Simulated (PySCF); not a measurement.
Species: C₅H₇N₃.
Cartesian coordinates in Å at the GFN2-xTB level; atoms count from 1:
```
atom  x, y, z in Å
C1    -2.804   -0.842   -0.031
C2    -2.196    0.296    0.269
N3    -0.823    0.460    0.205
N4    -0.247    1.606    0.517
C5     1.042    1.393    0.343
C6     1.218    0.062   -0.088
C7     2.470   -0.662   -0.410
N8     0.017   -0.490   -0.163
H9    -2.239   -1.702   -0.344
H10   -3.872   -0.933    0.030
H11   -2.700    1.195    0.589
H12    1.770    2.156    0.521
H13    3.096   -0.062   -1.069
H14    2.231   -1.605   -0.893
H15    3.032   -0.864    0.501
```

Method used: TDDFT CAM-B3LYP/def2-SVPD, vertical, gas phase, core orbitals frozen in the response (PySCF).

Computed states:

```tsv
state	E (eV)	f
S1	5.35	0.466
S2	6.00	0.0000
S3	6.82	0.015
S4	6.86	0.015
S5	6.88	0.028
S6	7.34	0.0085
S7	7.36	0.029
S8	7.65	0.0002
```

Broadening: Gaussians 0.4 eV wide at half height, area fixed by f = 4.319×10⁻⁹ ∫ε dν̃. The cross-section is σ = 3.8235×10⁻²¹ ε cm², given in Mb (10⁻¹⁸ cm²). The width is an assumption, not a result. The curve ends short of the highest state used, and states not computed would add to its high-energy end.

(1) Give the broadened spectrum and its maxima.

(2) On this curve, what absorbance would a 10⁻⁴ mol/L sample give at 222 nm over a 1 cm path?

Results:

(1) 
| E (eV) | σ (Mb) |
| --- | --- |
| 4.75 | 0.21 |
| 4.85 | 1.46 |
| 4.95 | 7.03 |
| 5.05 | 24.04 |
| 5.15 | 58.10 |
| 5.25 | 99.29 |
| 5.35 | 119.97 |
| 5.45 | 102.50 |
| 5.55 | 61.93 |
| 5.65 | 26.46 |
| 5.75 | 7.99 |
| 5.85 | 1.71 |
| 5.95 | 0.26 |
| 6.05 | 0.03 |
| 6.15 | 0.01 |
| 6.25 | 0.03 |
| 6.35 | 0.18 |
| 6.45 | 0.87 |
| 6.55 | 2.91 |
| 6.65 | 7.00 |
| 6.75 | 12.04 |
| 6.85 | 14.85 |
| 6.95 | 13.46 |
| 7.05 | 10.00 |

Maxima: 232 nm (5.35 eV), ε about 31000, made up of S1 (100%); 181 nm (6.87 eV), ε about 3900, made up of S3 (24%), S4 (27%) and S5 (48%) (ε in L mol⁻¹ cm⁻¹; maxima over ε = 5, shares over 10%).

(2) 222 nm is 5.585 eV, where ε is about 13000 L mol⁻¹ cm⁻¹, so A = ε c l ≈ 1.3 (Beer–Lambert, with the gas-phase spectrum and the assumed width).

One conformer stands for the species.
